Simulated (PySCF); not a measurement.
Input for PySCF: R-BP86/6-31G* on BCl2H (SMILES ClBCl), a point of a bond scan (R = 3.781 Å).

```python
from pyscf import gto, scf, dft, mp
from pyscf.data.elements import chemcore

mol = gto.M(
    atom='''
    B    -0.49962006   -0.31561335   -0.37757090
    H    -3.19351724   -2.01736631   -2.41339221
    Cl   -0.35825051    1.42024989   -0.41873399
    Cl    0.58410718   -1.27757472    0.58941750
    ''',
    basis='6-31g*',
    cart=True,
    charge=0, spin=0, verbose=3, max_memory=1800)
mf = dft.RKS(mol, xc='b88,p86')
mf.conv_tol = 1e-8
mf.max_cycle = 100
mf.kernel()
if not mf.converged:
    mf = mf.newton().run(mf.mo_coeff, mf.mo_occ)
```

The log:

```
converged SCF energy = -945.758477649256
```

The calculation finished and met its thresholds.

Cost: around 9 core-seconds (rough).
